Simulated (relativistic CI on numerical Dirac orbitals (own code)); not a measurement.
Sm4+ (4f4) in a crystal field

Calculated by Dirac-Coulomb-Breit CI, separate exchange-only KLI orbitals for each configuration, model QED (radiative potential, 1s self-energy scaled to tabulated hydrogen-like ionisation energies), valence Slater integrals scaled by 0.7, one configuration in a parametric crystal field (own radial code).

Field parameters in Wybourne normalisation; cubic f-shell fields have B⁴₄ = √(5/14) B⁴₀ and B⁶₄ = −√(7/2) B⁶₀. The field is a parameter set, without covalency.

S is read from ⟨S²⟩ = S(S + 1).

Powder χT (cm³ K mol⁻¹) by Van Vleck's formula, with temperature-independent terms:

```tsv
Field	2 K	5 K	10 K	20 K	50 K	100 K	200 K	300 K
C2v, B20 = 870, B22 = -120, B40 = 110, B42 = 190, B44 = 130, B60 = 90, B62 = 540, B64 = 380, B66 = 190 cm⁻¹	0.0744	0.164	0.251	0.376	0.618	0.795	0.916	0.968
C2v, B20 = -90, B22 = 250, B40 = -1290, B42 = -270, B44 = -640, B60 = 640, B62 = -40, B64 = 60, B66 = 300 cm⁻¹	0.0463	0.116	0.229	0.408	0.649	0.805	0.918	0.969
D3d, B20 = 200, B40 = -720, B43 = 2330, B60 = 950, B63 = -900, B66 = 820 cm⁻¹	0.00808	0.0202	0.0404	0.0808	0.202	0.387	0.647	0.802
D3h, B20 = 1380, B40 = -1220, B60 = 290, B66 = 680 cm⁻¹	0.0336	0.084	0.168	0.333	0.646	0.801	0.904	0.959
D4h, B20 = 1330, B40 = -1960, B44 = 60, B60 = 300, B64 = 1160 cm⁻¹	0.0126	0.0314	0.0628	0.126	0.31	0.541	0.766	0.878
Oh, B40 = -1680, B60 = 360 cm⁻¹	0.0123	0.0307	0.0614	0.123	0.306	0.567	0.828	0.927
```

Question: For C2v, B20 = 870, B22 = -120, B40 = 110, B42 = 190, B44 = 130, B60 = 90, B62 = 540, B64 = 380, B66 = 190 cm⁻¹: what effective moment follows at 300 K?

Answer: μ_eff = √(8χT) = 2.78 μB. The LS value g√(J(J + 1)) of the free ion's 5I_4 level is 2.68 μB.
